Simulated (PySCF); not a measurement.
Work out the structure from these simulated measurements.

Elements present: Al, C, H, O and Si. Monoisotopic mass: 145.9980 u.

| Quantity | Value |
| --- | --- |
| Valence photoelectron | vertical ionisation energy: 8.77 eV [ΔSCF CAM-B3LYP/def2-SVPD] |
| NMR, other nuclei | isotropic shieldings of nuclei other than C and H, by class: 52 (2 O), 287 (1 O), 440 (1 Al), 395 (1 Si) ppm [GIAO KT2/pcSseg-1] |
| Rotational structure | rotational constants A, B, C: 4.068, 0.751, 0.645 GHz [PBE0-D3(BJ)/def2-SVP] |
| 1H NMR | chemical shifts (computed TMS as zero) by class: 8.02 (2 H), 5.10 (3 H), 4.54 (2 H) ppm [GIAO KT2/pcSseg-1] |
| 13C NMR | chemical shifts (computed TMS as zero) by class: 166.5 (2 C), 137.4 (1 C) ppm [GIAO KT2/pcSseg-1] |
| UV, first state | lowest singlet excitation: 3.74 eV (332 nm, f = 0.082) [TDDFT CAM-B3LYP/def2-SVPD] |
| Dipole | 4.49 D [CAM-B3LYP/def2-SVPD] |
| Triplet | lowest triplet excitation (Tamm–Dancoff): 2.07 eV [TDA CAM-B3LYP/def2-SVPD] |
| Polarisability | 99.6 au [CAM-B3LYP/def2-SVPD] |

The electronic properties come from PySCF, for the isolated species, density fitting. Levels stand in brackets. Geometry: PBE0-D3(BJ)/def2-SVP, one conformer, isolated molecule. NMR classes are plain means over equivalent atoms (diastereotopic ones count apart unless rotation or inversion swaps them), as if these changed places fast.

Q: Which formula fits the mass and the elements?

A: C3H7AlO3Si (calculated 145.9980). No other formula that holds each of these elements comes within 0.0003 u with a fitting electron parity and a possible valence count.

Q: Propose a structure and show how it fits.

A: Numbering: `[SiH3:1][O:2][C:3]1=[CH:4][O:5][AlH2-:6][O+:7]=[CH:8]1`. 3 carbons fall into 2 classes; from least to most shielded: carbon bonded to C, O and H [C4/C8] (166.5 ppm, 2 C, up to 8.7 ppm apart in this geometry), vinylic carbon bearing oxygen [C3] (137.4 ppm). Hydrogen classes from least to most shielded: 2 H on 2 like atoms (carbon bonded to C, O and H), C4/C8 (8.02 ppm), 3 H on an oxygen-bound silicon, Si1 (5.10 ppm), 2 H on an aluminium bonded to 2 O and 2 H, Al6 (4.54 ppm). The other shieldings belong to: 52 ppm, oxygen bonded to Al and C [O5/O7]; 287 ppm, silyl ether oxygen [O2]; 440 ppm, aluminium bonded to 2 O and 2 H [Al6]; 395 ppm, oxygen-bound silicon [Si1]. S1 is mainly HOMO→LUMO (weight 0.99); the largest Löwdin shares of the orbital it empties are 0.20 on the vinylic carbon bearing oxygen, 0.18 on the silyl ether oxygen, 0.14 on an oxygen bonded to Al and C and 0.12 on an oxygen bonded to Al and C, of the orbital it fills 0.26 on a carbon bonded to C, O and H, 0.24 on a carbon bonded to C, O and H, 0.16 on an oxygen bonded to Al and C and 0.14 on an oxygen bonded to Al and C. The optimised geometry has point group Cs and is an asymmetric top. Structure: `[SiH3]OC1=C[O][AlH2-][O+]=C1`. The assignments are read from this structure; whether some other isomer fits the data as well wasn't checked.

Shape of the structure used: `[SiH3:1][O:2][C:3]1=[CH:4][O:5][AlH2-:6][O+:7]=[CH:8]1`: Si1–O2–C3–C4 1°.
